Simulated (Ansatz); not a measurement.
Consider the cleavage of the B–Si bond: `C[SiH](F)B[SiH3]` + CH₃SH → `CSB[SiH3]` + `C[SiH2]F`.

Computed with Ansatz on PBE0-D4/def2-TZVP structures; ΔE is electronic, products minus reactants. CCSD(T)/CBS adds triple-zeta CCSD(T) − MP2 to the extrapolated MP2 energy (def2 sets, frozen cores). This one scheme is used for every species. Functionals use def2-TZVPP. B3LYP here is the variant with VWN-RPA as its local correlation; programs differ in this. HSE06 is defined as in plane-wave codes. Each species was taken in one conformer, which may not be the lowest.

`C[SiH](F)B[SiH3]`:

Cartesian coordinates in Å:
```
C 0.130 0.549 -2.284
Si -0.865 0.211 -0.742
F -1.395 -1.309 -0.818
B 0.204 0.531 0.920
Si 0.583 -0.872 2.300
H 1.030 -0.069 -2.322
H 0.433 1.599 -2.317
H -0.469 0.336 -3.172
H -2.085 1.072 -0.717
H 0.580 1.654 1.105
H 1.736 -0.572 3.193
H 0.771 -2.226 1.714
H -0.654 -0.905 3.140
```

CH₃SH:

```xyz
6

C    -0.010    0.284   -0.401
S     0.589   -0.243    1.219
H     0.134   -0.492   -1.152
H     0.588    1.152   -0.679
H    -1.057    0.582   -0.362
H    -0.244   -1.283    1.375
```

`CSB[SiH3]`:

```xyz
11

C     1.425    1.002   -1.669
S     0.402    1.119   -0.181
B    -0.215   -0.483    0.138
Si   -1.406   -0.736    1.734
H     2.440    1.316   -1.426
H     1.019    1.668   -2.430
H     1.430   -0.023   -2.035
H     0.080   -1.384   -0.592
H    -0.809   -1.738    2.663
H    -1.633    0.524    2.494
H    -2.732   -1.265    1.303
```

`C[SiH2]F`:

Cartesian coordinates in Å:
```
C 0.287 -0.082 0.938
Si -0.286 0.048 -0.820
F 0.725 0.985 -1.640
H 0.316 0.900 1.415
H -0.397 -0.716 1.510
H 1.285 -0.522 0.995
H -0.299 -1.278 -1.488
H -1.632 0.666 -0.909
```

```csv
level,ΔE (kJ/mol),difference from CCSD(T)/CBS
LDA (SPW92),-144.2,-8.3
PBE-D4,-135.7,0.2
revPBE-D4,-134.4,1.5
BLYP-D4,-135.3,0.6
r2SCAN-D4,-138.9,-3.0
B97M-V,-134.2,1.7
PBE0-D4,-133.7,2.2
B3LYP-D4,-134.1,1.8
r2SCANh-D4,-138.3,-2.4
r2SCAN0-D4,-137.5,-1.6
HSE06-D4,-134.0,1.9
BHLYP-D4,-131.9,4.0
CAM-B3LYP-D4,-133.8,2.1
ωB97X-V,-130.4,5.5
ωB97M-V,-135.9,0.0
B2PLYP,-139.6,-3.7
PBE-QIDH,-139.3,-3.4
revPBE,-132.7,3.2
BLYP,-135.3,0.6
r2SCAN,-139.2,-3.3
PBE0,-134.3,1.6
B3LYP,-134.6,1.3
r2SCANh,-138.7,-2.8
r2SCAN0,-137.9,-2.0
HSE06,-134.6,1.3
BHLYP,-132.8,3.1
CAM-B3LYP,-134.5,1.4
RPA@PBE/def2-TZVPP,-134.8,1.1
MP2/def2-SVP,-150.8,-14.9
CCSD/def2-SVP,-137.7,-1.8
CCSD(T)/def2-SVP,-142.7,-6.8
HF/def2-TZVPP,-124.1,11.8
MP2/def2-TZVPP,-147.2,-11.3
SCS-MP2/def2-TZVPP,-141.1,-5.2
CCSD/def2-TZVPP,-131.3,4.6
CCSD(T)/def2-TZVPP,-136.2,-0.3
MP2/def2-QZVPP,-147.0,-11.1
SCS-MP2/def2-QZVPP,-140.8,-4.9
HF/CBS(def2),-123.8,12.1
CCSD/CBS(def2),-131.0,4.9
CCSD(T)/CBS,-135.9,0
```

Largest T1 diagnostic among the species: 0.015.

At CCSD(T), def2-SVP lies −6.8 kJ/mol from the extrapolated value and def2-TZVPP −0.3 kJ/mol. In def2-TZVPP, CCSD(T) changes the Hartree–Fock value by −12.1 kJ/mol (the triples alone add −4.9 kJ/mol) and MP2 by −23.1 kJ/mol.
